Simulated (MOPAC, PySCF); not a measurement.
System: CH₂O, net charge 0, singlet state. SMILES: [O+](/[H])=[C-]\[H]
Structure (B3LYP-D3(BJ)/def2-TZVP (Ansatz) minimum search):
```
O
H 1 0.9706
C 1 1.3085 2 109.01
H 3 1.1140 1 102.40 2 180.00
```

Unscaled harmonic wavenumbers (cm⁻¹) in rising order, each level at the stationary point that it reaches from this structure (no distance between atoms moves by over 0.3 Å); the order of modes can differ between levels, and a negative number is imaginary. B3LYP-D3(BJ)/def2-TZVP (PySCF, at the structure above): 1094, 1214, 1326, 1505, 2846, 3674.

AM1 (MOPAC): 952, 1132, 1497, 1649, 3008, 3376. Zero-point energy 16.6 against 16.7 kcal/mol; where all levels lie over 400 cm⁻¹, the wavenumbers are on average 1.000 times those of B3LYP-D3(BJ)/def2-TZVP.

PM3 (MOPAC): 947, 1133, 1442, 1640, 2991, 3835. Zero-point energy 17.1 against 16.7 kcal/mol; where all levels lie over 400 cm⁻¹, the wavenumbers are on average 1.012 times those of B3LYP-D3(BJ)/def2-TZVP.
